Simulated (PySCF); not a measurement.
Compound: C8H17NSi.
Structure used (PBE0-D3(BJ)/def2-SVP), in Å, numbered top down from 1:
```xyz
27
C8H17NSi angstrom
Si     3.3241   -0.5614    0.2021
N      1.6986   -0.9703    0.6427
C      0.5060   -0.1585    0.4751
C     -0.6280   -0.7178    1.3598
C     -1.4058   -1.6586    0.4482
C     -1.4831   -0.8573   -0.8478
C     -0.1039   -0.1917   -0.9829
C     -0.1326    1.2659   -1.4557
C     -0.1872    2.0765   -0.1611
C      0.7848    1.3293    0.7431
H      3.9411    0.4516    1.1145
H      4.0950   -1.8365    0.3062
H      3.4749   -0.0214   -1.1928
H      1.4999   -1.9646    0.6717
H     -1.2927    0.1041    1.6754
H     -0.2231   -1.1814    2.2711
H     -2.3904   -1.9455    0.8482
H     -0.8418   -2.5943    0.2866
H     -1.7490   -1.4646   -1.7263
H     -2.2648   -0.0835   -0.7478
H      0.5463   -0.8082   -1.6214
H     -0.9674    1.4785   -2.1423
H      0.7986    1.5072   -1.9944
H      0.0713    3.1378   -0.2950
H     -1.2046    2.0479    0.2657
H      1.8159    1.5805    0.4367
H      0.7041    1.5819    1.8114
```

Computed at PBE0/pcSseg-1 (PySCF, non-relativistic), with Q(14N) = 0.02044 b: N2, 14N (I = 1): χzz = -5.216 MHz, η = 0.285.

Find the zero-field quadrupole resonance frequencies of 14N at N2.

From ν± = (3/4)|χ|(1 ± η/3) and ν0 = |χ|η/2: ν+ 4.284 MHz, ν− 3.540 MHz, ν0 0.744 MHz (silicon-bound nitrogen).

In a crystal, neighbours and librations shift these lines. Geometry: PBE0-D3(BJ)/def2-SVP, one conformer, isolated molecule. The basis is small and wasn't made for field gradients, so the couplings can be 20 % off.
